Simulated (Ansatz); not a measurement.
Geometry optimisation, UKS LDA/def2-SVP (Ansatz 0.2.0).

input.yaml

```yaml
crystal:
  periodic: [false, false, false]
  atoms:
    - { symbol: W, position_ang: [-0.139113, 0.173919, 0.976933] }
    - { symbol: Cl, position_ang: [1.56244, -0.970102, 2.163889] }
    - { symbol: H, position_ang: [1.126157, 0.080242, -0.126246] }
    - { symbol: H, position_ang: [0.26809, 1.574716, 0.096294] }
    - { symbol: H, position_ang: [-1.609103, -0.481498, 0.406021] }
    - { symbol: H, position_ang: [-0.007453, -1.219346, 0.082329] }
    - { symbol: H, position_ang: [-0.335107, 0.160961, -0.706407] }
    - { symbol: O, position_ang: [-0.586414, 0.362208, 3.451457] }
    - { symbol: H, position_ang: [-0.793898, -0.4822, 3.972831] }
magnetization:
  spin_polarized: true
  initial_magnetization: 1
basis:
  gaussian: { orbitals: def2-SVP }
hamiltonian:
  xc: lda
relax:
  f_tol: 0.03
  max_steps: 50
```

Run as:

```bash
$ ansatz run input.yaml --threads 4 --pin off --max-ram 5120MiB --backend cpu --events-out ev --progress --plain --runs-dir out
```

Where does it end, and by what steps?

The forces met the threshold. The force dipped under the threshold on the way, but the program's further checks kept it going. After 24 steps the energy has fallen by 3.627 eV; Cl2 moved furthest, 1.19 Å.

```
step  energy less start (eV)  largest force component (eV/Å)  accepted
   0                  0.0000                           1.186       yes
   1                 -0.4971                           0.975       yes
   2                 -1.0402                           4.283       yes
   3                 -1.9369                           2.669       yes
   4                 -2.5063                           0.897       yes
   5                 -2.8743                           0.495       yes
   6                 -2.9652                           2.149       yes
   7                 -3.1311                           0.427       yes
   8                 -3.2231                           0.462       yes
   9                 -3.2935                           0.750       yes
  10                 -3.3824                           0.749       yes
  11                 -3.4844                           0.705       yes
  12                 -3.5592                           0.635       yes
  13                 -3.5930                           0.337       yes
  14                 -3.5984                           0.631       yes
  15                 -3.6082                           0.099       yes
  16                 -3.6080                           0.658        no
  17                 -3.6169                           0.147       yes
  18                 -3.6203                           0.335       yes
  19                 -3.6225                           0.231       yes
  20                 -3.6240                           0.102       yes
  21                 -3.6234                           0.213        no
  22                 -3.6247                           0.020       yes
  23                 -3.6252                           0.157       yes
  24                 -3.6268                           0.019       yes
```

```xyz
9
Properties=species:S:1:pos:R:3
W -0.019 -0.101 1.367
Cl 2.281 -0.390 1.410
H 0.283 -0.528 -0.405
H 0.247 1.415 0.617
H -1.390 0.124 0.353
H -0.140 -1.564 0.490
H 0.404 0.392 -0.364
O -0.821 -0.078 3.022
H -1.360 -0.070 3.827
```

Whether the end is a true minimum wasn't checked by a vibrational analysis.

The run took 19 s on 4 threads of Intel(R) Xeon(R) Platinum 8488C (Sapphire Rapids) (shared host), peak memory 0.23 GiB.
